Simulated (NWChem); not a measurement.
Molecule: sulfur trioxide (SO3); SMILES O=S(=O)=O

```xyz
4

O     -1.0192    -1.0192     0.0000
S      0.0000     0.0000     0.0000
O     -0.3731     1.3923     0.0000
O      1.3923    -0.3731     0.0000
```
Atoms are numbered in this order, from 1.

Program: NWChem. Pople sets run with spherical d functions. Geometry: optimised at PBE0/def2-SVP. B3LYP is NWChem's, with the RPA form of VWN correlation. GIAO values for the isolated, static molecule; σ is the absolute isotropic shielding, δ = σ(reference) − σ with the isolated reference molecule computed at the same levels (17O: water).

```json
[
 {"level": "B3LYP/6-31G*", "δ O1 (ppm)": "312.1", "σ S2 (ppm)": "145.9"},
 {"level": "PBE/pcSseg-1", "δ O1 (ppm)": "…", "σ S2 (ppm)": "…"},
 {"level": "LDA (Slater exchange, VWN5)/pcSseg-1", "δ O1 (ppm)": "389.7", "σ S2 (ppm)": "55.0"}
]
```

Question: What belongs in the gaps?

Answer: 
- PBE/pcSseg-1, δ O1 (ppm): 376.0
- PBE/pcSseg-1, σ S2 (ppm): 79.3
